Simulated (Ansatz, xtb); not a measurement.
Species: CW, net charge 0, triplet state. The spin state was set by rule; other spins were not relaxed. SMILES: [C][W]
Coordinates optimised at B3LYP-D3(BJ)/def2-TZVP (Ansatz, a first-principles code):
```xyz
2

W      0.0000     0.0000    -0.1279
C      0.0000     0.0000     1.5774
```
Charge 0, spin multiplicity 3.

Harmonic wavenumbers from GFN2-xTB (xtb, at its own minimum), cm⁻¹: 928.

Give the harmonic wavenumbers at B3LYP-D3(BJ)/def2-TZVP (Ansatz, finite differences of forces, unscaled).

1007 cm⁻¹. Zero-point energy 1.4 kcal/mol.

From these and the geometry, give the ideal-gas thermochemistry at 298.15 K and 1 atm (rigid rotor, harmonic oscillator).

Point group C∞v, rotational symmetry number 1. Rotational constants 15.42, 15.42 GHz. S(trans) 41.72, S(rot) 13.91, S(vib) 0.09, S(elec, spin only) 2.18, S 57.9 cal/(mol K). H(298) - H(0) 2.10 kcal/mol; G - E(el) -13.7 kcal/mol.
